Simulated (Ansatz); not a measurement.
CH₄BrClOSi (`C[Si](O)(Cl)Br`). Total charge 0; spin multiplicity 1. All single points use the PBE0-D4/def2-TZVP geometry. It is one conformer, not always the lowest.

```xyz
9

C     0.798    0.776    0.659
Si   -0.476   -0.199   -0.239
O     0.261   -1.423   -1.018
Cl   -1.487    0.981   -1.578
Br   -1.994   -1.009    1.166
H     1.315    0.140    1.380
H     0.335    1.609    1.190
H     1.527    1.172   -0.052
H    -0.279   -2.047   -1.508
```

Question: What is the dipole moment at PBE/def2-TZVPP? (Best estimate.)

Answer: Ansatz gave: 1.09 D, with components (1.04, -0.28, -0.13) D in this frame, pointing from negative to positive charge.

Question: And with r2SCAN, B3LYP, ωB97M-V? (Estimate.)

Answer: Computed: r2SCAN 1.12 D, B3LYP 1.06 D, ωB97M-V 1.07 D.

Question: Give the Mulliken charges with PBE, r2SCAN, ωB97M-V in def2-TZVPP. (Best estimate.)

Answer: Ansatz gave: 
| atom | PBE | r2SCAN | ωB97M-V |
| --- | --- | --- | --- |
| C1 | -0.36 | -0.30 | -0.43 |
| Si2 | 0.56 | 0.69 | 0.60 |
| O3 | -0.33 | -0.40 | -0.36 |
| Cl4 | -0.21 | -0.24 | -0.20 |
| Br5 | -0.21 | -0.23 | -0.20 |
| H6 | 0.12 | 0.09 | 0.13 |
| H7 | 0.12 | 0.09 | 0.13 |
| H8 | 0.12 | 0.09 | 0.13 |
| H9 | 0.20 | 0.21 | 0.18 |

B3LYP here is the variant with VWN-RPA as its local correlation; programs differ in this.
